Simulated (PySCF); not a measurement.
**Electron correlation in N (nitrogen, neutral)**

Starting occupation: [He] 2s2 2p3, 2p3/2 with m_j = -1/2, +1/2, +3/2. Computed with PySCF 2.14 in x2c-TZVPall-2c with one added diffuse shell each of s, p, d type (6s4p3d1f, 40 functions), with X2C-1e with screened-nucleus spin-orbit coupling, Gaussian nucleus. Frozen: 1s2; 5 electrons correlated.

MP2 pair energies summed by pair of shells (mhartree):

```json
{"pair": "2p-2s", "energy": "-61.66", "share (%)": "64.6"}
{"pair": "2p-2p", "energy": "-23.17", "share (%)": "24.3"}
{"pair": "2s-2s", "energy": "-10.61", "share (%)": "11.1"}
```

Total MP2 correlation energy: -95.44 mhartree.

The GHF reference relaxed away from the jj start to a determinant that is no pure jj level (⟨S²⟩ = 3.76, ⟨J²⟩ = 3.76); the energies belong to that determinant.
